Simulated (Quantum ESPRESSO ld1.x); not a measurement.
Values are calculated unless marked as measured or tabulated.
The table gives one normalised radial function P(r) = r R(r) (large component) of Pr4+ in [Kr] 4d10 4f1 5s2 5p5.75 5d0.25 (r in bohr). Level of theory: Dirac Kohn-Sham, LDA (Slater exchange, Hedin-Lundqvist correlation), spin-unpolarised, spherical densities, point nucleus; open shells are shared between the two j in proportion to 2j + 1 (ld1.x of Quantum ESPRESSO 7.5).

| r | P |
|---|---|
| 0.002002 | 0.0054 |
| 0.002649 | 0.0078 |
| 0.003533 | 0.0116 |
| 0.004712 | 0.0173 |
| 0.006235 | 0.0259 |
| 0.008316 | 0.0390 |
| 0.01109 | 0.0585 |
| 0.01468 | 0.0851 |
| 0.01957 | 0.1215 |
| 0.0259 | 0.1640 |
| 0.03454 | 0.2074 |
| 0.04607 | 0.2330 |
| 0.06096 | 0.2143 |
| 0.08131 | 0.1207 |
| 0.1084 | -0.0536 |
| 0.1435 | -0.2462 |
| 0.1914 | -0.3392 |
| 0.2532 | -0.1999 |
| 0.3377 | 0.1623 |
| 0.4504 | 0.4784 |
| 0.596 | 0.4085 |
| 0.7949 | -0.1040 |
| 1.052 | -0.6872 |
| 1.403 | -0.9446 |
| 1.871 | -0.7533 |
| 2.476 | -0.3875 |
| 3.302 | -0.1173 |
| 4.404 | -0.0187 |
| 5.827 | -0.0014 |

Which n and l does it have? It may be an empty orbital.

Answer. n = 5, l = 1: the number of nodes gives n - l - 1 = 3, the rise at small r points to l (for j = l - 1/2 the large component starts as r^gamma with gamma = sqrt(l^2 - (Z/c)^2) = 0.90 and the r^(l+1) term takes over further out; the orbital of l - 1 with the same j starts with the same power, but with a larger coefficient, and does not steepen), and the extent must fit the shell. The curve is that of 5p1/2; the two j differ most near the nucleus, where j = l - 1/2 has the larger amplitude, and in heavy atoms j = l - 1/2 is also the more compact. 5p1/2: eigenvalue -64.449 eV, 3 radial nodes at r = 0.100, 0.300, 0.758 bohr, <r> = 1.56 bohr, 90 % of the charge inside 2.24 bohr.
